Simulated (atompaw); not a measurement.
**I (Z = 53): PAW (atompaw) pseudisation with PBE, scalar-relativistic reference atom.**

```json
{"Element": "iodine", "Generator": "atompaw 4.2.0.5", "Type": "PAW", "Functional": "PBE", "Relativity": "scalar-relativistic", "Frozen core": "[Kr] 4d10", "Valence charge": "7", "Reference configuration": "5s1.75 5p5.25", "Partial waves": "5s (bound): rc 2.15 bohr; 5s channel at 0.75 Ry: rc 1.45 bohr; 5p (bound): rc 2.15 bohr; 5p channel at 1.75 Ry: rc 2.15 bohr; 5d channel at 0.3 Ry: rc 2.00 bohr; 5d channel at 2.1 Ry: rc 2.15 bohr", "Local potential": "bessel scheme, radius 2.05 bohr", "Core correction": "smooth core density matched at 1.50 bohr", "Augmentation charge": "besselshape compensation charge, radius 1.75 bohr; PAW radius 2.15 bohr; waves and projectors: custom polynom2 7 10 vanderbiltortho"}
```

All-electron outer shells of the reference configuration (PBE, scalar-relativistic, ld1.x):

| shell | level (eV) | outermost node (bohr) | outermost maximum (bohr) |
| --- | --- | --- | --- |
| 4p | -127.92 | 0.37 | 0.72 |
| 4d | -50.61 | 0.35 | 0.78 |
| 5s | -17.59 | 0.88 | 1.70 |
| 5p | -7.22 | 0.96 | 2.02 |

What the tests gave:

```json
{"Cutoffs needed": "8 Ry and 18 Ry (the cutoffs (Ry, on a coarse ladder) from which the occupation-weighted sum of valence levels, in a spherical-Bessel basis at the reference potential, stays within 10 and 1 mRy of its value at 400 Ry)", "Ghost test": "no extra level below or beside the all-electron valence levels (s, p, d, f tested) (spherical-Bessel basis up to 400 Ry, 20 bohr box)", "Lowest eigenvalue of the overlap operator": "0.06 (s channel)", "Overlap eigenvalues printed by atompaw (projector basis)": "0.0017, 0.0565, 0.738, 2.52, 23.1, 76.2", "Share of each valence orbital outside the PAW sphere": "5s 34 %, 5p 58 %"}
```

Generation and tests took about 2.6 s on one core of a shared server CPU.
